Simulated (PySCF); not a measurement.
Working out the ionisation energy of Pb²⁺

Pb²⁺ [Xe] 4f14 5d10 6s2 (1S) → Pb³⁺ [Xe] 4f14 5d10 6s1 (2S). Calculation: PySCF 2.14, in def2-TZVPPD with the def2 core potential (60 electrons) (7s5p4d2f, 56 functions); a scalar-relativistic core potential. Frozen: nothing. Energies in hartree (1 hartree = 27.21139 eV):

```
             part  Pb²⁺ (lower)  Pb³⁺ (upper)
              UHF   -191.109101   -190.015304
MP2 opposite-spin     -0.261366     -0.206889
    MP2 same-spin     -0.141526     -0.118852
```

Problem. What does Hartree-Fock give?

Solution. (-190.015304) − (-191.109101) = 1.093797 hartree = 29.764 eV.

Problem. What do MP2 and SCS-MP2 (6/5 opposite-spin, 1/3 same-spin) give?

Solution. The opposite-spin parts differ by 1.482 eV and the same-spin parts by 0.617 eV. MP2: 29.764 + (1.482) + (0.617) = 31.863 eV. SCS-MP2: 29.764 + 1.2 × (1.482) + (0.617)/3 = 31.748 eV.

Measured between the centres of the two terms (NIST): 31.937 eV, so MP2 (valence and next inner shell) is off by -0.074 eV.

What remains against the reference includes basis incompleteness and correlation beyond second order.
